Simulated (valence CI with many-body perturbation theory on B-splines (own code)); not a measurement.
**Hyperfine factors and g values of Fe²¹⁺**

Computed by relativistic CI+MBPT: three valence electrons over a frozen Dirac-Fock core [He], radial functions for each j: 11 s, 11 p, 10 d, 8 f, 5 g, 2 h, with the one-electron correlation potential Σ1 (screened to all orders), the two-electron term Σ2, the three-electron term Σ3, Breit, model QED; selected single and double excitations, second order for the rest, scaled by the run's own slope (own B-spline code, finite nucleus).

No measured levels were compared; by estimate levels of excited configurations hold to 0.05 to 0.15 % of their energy, terms of the ground configuration to about 0.5 %.

A/g_I is the dipole constant over the nuclear g factor μ/I (μ in nuclear magnetons, uniformly magnetised nucleus), B/Q the quadrupole constant per barn. Both hold the static response of the core; the bare values leave it out. Large factors of s and p1/2 electrons are usually good to 5 to 10 %; those of open d and f shells near neutrality can be off by tens of per cent, and small factors of p3/2, d and f electrons come from cancelling terms and can be off by a factor of two or in sign, in half-filled shells by more. B is blank for J = 1/2, where it vanishes, and for nearly pure S terms. Energies count from the lowest level.

Names give the largest LS component (configuration and term), which can be under half, so a name can repeat, a term be missing and a line seem to break the LS rules; names also repeat where a configuration has a term twice. Letters in brackets count levels of one name in rising energy.

```csv
Level,E (eV),g,A/g_I (MHz),A/g_I bare,B/Q (MHz/b),B/Q bare
2s2 2p 2P°_1/2,0.0,0.661,157000,155000,,
2s2 2p 2P°_3/2,14.7,1.330,29400,31100,53700,53900
2s 2p2 4P_1/2,50.1,2.634,297000,295000,,
2s 2p2 4P_3/2,57.0,1.725,124000,124000,43500,43700
2s 2p2 4P_5/2,63.6,1.574,132000,131000,-46800,-47000
2s 2p2 2D_3/2,91.3,0.824,-20800,-18300,70800,71100
2s 2p2 2D_5/2,94.2,1.219,140000,137000,101000,101000
2s 2p2 2P_1/2,105.9,1.206,156000,152000,,
2s 2p2 2S_1/2,121.4,1.486,379000,368000,,
2s 2p2 2P_3/2,123.1,1.307,-34300,-29600,-49700,-49900
2p3 4S°_3/2,155.7,1.924,-3130,4650,,
2p3 2D°_3/2,173.1,0.927,27400,27000,45400,45600
2p3 2D°_5/2,176.9,1.196,52500,54100,-477,-479
2p3 2P°_1/2,194.7,0.661,158000,154000,,
2p3 2P°_3/2,201.8,1.274,28000,30400,-49500,-49700
2s2 3s 2S_1/2,1006.5,2.000,143000,140000,,
2s2 3p 2P°_1/2,1028.8,0.665,40400,39900,,
2s2 3p 2P°_3/2,1032.9,1.333,16600,16900,16500,16600
2s 2p 3s 4P°_1/2,1051.1,2.610,307000,301000,,
2s2 3d 2D_3/2,1053.3,0.798,5620,5590,2940,3000
2s2 3d 2D_5/2,1054.5,1.199,2200,2200,4060,4150
2s 2p 3s 4P°_3/2,1054.9,1.700,215000,211000,-38000,-38200
2s 2p 3s 2P°_1/2 [a],1063.5,0.701,114000,113000,,
2s 2p 3s 4P°_5/2,1065.2,1.597,147000,145000,55400,55700
2s 2p 3p 4D_1/2,1070.7,0.181,-37900,-36500,,
2s 2p 3p 4D_3/2,1074.0,1.229,158000,156000,-21600,-21700
2s 2p 3s 2P°_3/2 [a],1074.4,1.352,149000,148000,49200,49400
2s 2p 3p 2P_3/2 [a],1078.7,1.483,65900,65200,-1400,-1410
2s 2p 3p 2P_1/2 [a],1079.8,0.630,-132000,-129000,,
2s 2p 3p 4D_5/2,1080.2,1.380,104000,103000,2040,2040
2s 2p 3p 4P_1/2,1083.2,2.578,337000,331000,,
2s 2p 3p 2D_3/2 [a],1085.1,1.380,87600,86900,5250,5260
2s 2p 3p 4D_7/2,1089.6,1.426,88700,88000,71200,71500
2s 2p 3p 4P_3/2,1090.5,1.375,145000,143000,41800,42000
2s 2p 3p 4P_5/2,1092.6,1.480,124000,123000,14300,14400
2s 2p 3d 4F°_3/2,1092.7,0.461,-50200,-48900,11200,11300
2s 2p 3p 4S_3/2,1092.8,1.577,123000,121000,17400,17500
2s 2p 3d 4F°_5/2,1095.1,1.069,47400,46700,-1430,-1380
2s 2p 3p 2D_5/2 [a],1098.5,1.298,80600,80200,46900,47100
2s 2p 3d 4F°_7/2,1098.9,1.266,71800,70700,-9290,-9260
```

Take the isotope of mass number 57, with I = 1/2, μ = 0.09064 μN. What is the hyperfine structure of 2s2 2p 2P°_1/2?

From the table A = 28500 MHz. Shifts from the centre of gravity in MHz: F = 0: -21400, F = 1: 7120.
